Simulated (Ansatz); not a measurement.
System: O, charge 0, multiplicity 3.

Wanted: electron affinity to the doublet, in eV. Terms: open shells spin-unrestricted; six Cartesian d functions in 6-31G* and its kin unless marked 5d; each state is the SCF solution reached for its charge and spin; spin-orbit terms left out; non-relativistic. Sets without +, aug- or the D of def2-TZVPD hold no diffuse functions, which anions need.

| species | coefficient | E at B3LYP/6-31G* (Ansatz), Eh | E at wB97X-V/def2-TZVPD (Ansatz), Eh |
|---|---|---|---|
| charge -1, doublet | -1 | -75.05273 | -75.12434 |
| charge 0, triplet | +1 | -75.06062 | -75.06921 |

Measured values: pymatgen's periodic table; they hold spin-orbit and core effects.  Value to compare with, the measured value: 1.46 eV. 1 Eh = 27.2114 eV.

Work the quantity out at each level, and compare with the measured value.


- B3LYP/6-31G*: the sum of coefficient times E is -0.00789 Eh, or -0.215 eV. Result: -0.21 eV. Its error against the measured value is -1.67 eV.
- wB97X-V/def2-TZVPD: the sum of coefficient times E is 0.05513 Eh, or 1.500 eV. Result: 1.50 eV. Its error against the measured value is 0.04 eV.

Ansatz is a program for electronic structure.
